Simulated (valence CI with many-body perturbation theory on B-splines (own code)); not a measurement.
## Au14+: E2, M1 decay

Calculated by configuration interaction combined with many-body perturbation theory (CI+MBPT): five valence electrons over a frozen Dirac-Fock core [Kr] 4d10 4f14, radial functions for each j: 9 s, 9 p, 8 d, 6 f, 3 g, 1 h, with the one-electron correlation potential Σ1, the two-electron term Σ2, the three-electron term Σ3, Breit, model QED; selected CI, second order for the rest (own B-spline code, finite nucleus).

No measured spectrum was set against this ion. As an estimate, levels hold to about 250 cm⁻¹ or 0.2 % of their energy and the worst to 1 %, as in measured heavy ions of charge 2 to 7. Only levels of the ground parity were solved; by the run's estimate the other parity begins above the list, which can be wrong where configurations are misplaced.

Lines 1 to 5 of 5 in falling wavelength, among levels below 201520 cm⁻¹, chosen from the decays that carry over 1 % of a level's rate. Wavelengths and rates use the calculated energies, so an error of 400 cm⁻¹ moves a line at 66.13 nm by 0.26 % and its rate by three times that or more. Electric multipoles are in the length gauge, E1 and E2 with the static RPA response of the core. S is in atomic units (e²a₀⁴ for E2 and M2, e²a₀⁶ for E3), for M1 in squared Bohr magnetons. Weak lines are less certain than strong ones. Lines between different terms over intervals too small for the method are left out, as are lines whose strength nearly cancels.

Levels are named by their leading jj configuration (3d3/2^4 stands for four electrons in 3d with j = 3/2), which in mixed levels can hold well under half, so a name can repeat and another be missing.

| λ vac (nm) | Upper | Lower | Type | A (s⁻¹) | S (a.u.) |
| --- | --- | --- | --- | --- | --- |
| 66.13 | (5s^2 5p1/2 5p3/2^2) J=3/2 | (5s^2 5p1/2^2 5p3/2) J=3/2 | M1 | 7.00e+04 | 3.00e+00 |
| 58.90 | (5s^2 5p1/2 5p3/2^2) J=5/2 | (5s^2 5p1/2^2 5p3/2) J=3/2 | M1 | 1.29e+04 | 5.85e-01 |
| 58.90 | (5s^2 5p1/2 5p3/2^2) J=5/2 | (5s^2 5p1/2^2 5p3/2) J=3/2 | E2 | 3.27e+03 | 1.24e+00 |
| 51.63 | (5s^2 5p1/2 5p3/2^2) J=1/2 | (5s^2 5p1/2^2 5p3/2) J=3/2 | M1 | 5.60e+04 | 5.71e-01 |
| 51.63 | (5s^2 5p1/2 5p3/2^2) J=1/2 | (5s^2 5p1/2^2 5p3/2) J=3/2 | E2 | 4.38e+03 | 2.87e-01 |
